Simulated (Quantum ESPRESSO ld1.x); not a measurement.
The numbers below are computed, except where a source is named.
One sound ld1.x (Quantum ESPRESSO 7.5) input for neutral dysprosium gives E = -12164.26 hartree in 42 iterations:

```
 &input
    zed=66.0,
    iswitch=1,
    rel=2,
    dft='PBESOL',
    config='[Xe] 4f10 6s2',
    lsmall=.true.,
    prefix='ld1',
    max_out_wfc=37,
    file_charge='ld1.rho',
 /
```

Changed or added lines, one case at a time, and what came of them:

- dft='GGA': refused. The program stops in set_dft_from_name with "GGA: unrecognized dft": the name is not a functional that the program knows.
- iswitch=5: refused. The program stops in ld1_readin with "wrong iswitch": iswitch takes 1 to 4.
- noscf=.true.: ran as typed. With noscf the program prints the levels of a bare nucleus, with no screening and no total energy; they are not those of the atom.
- rmax=2.0: not converged. The mesh cuts the orbital tails; the cycle ends with warnings and the numbers are not to be used.
- xmin=-3.0: silently wrong. The mesh starts too far from the nucleus; the run ends without a warning, but the energy is off by -1.786 hartree against the default mesh.
- config='[Xe] 4f10 6s2 1s1': refused. The program stops in el_config with "occupation wrong": the bracketed core already holds 1s.
- config='[Yb] 4f10 6s2': refused. The program stops in el_config with "wrong core: Yb": the cores known are He, Ne, Ar, Kr, Xe, Hg and Rn.
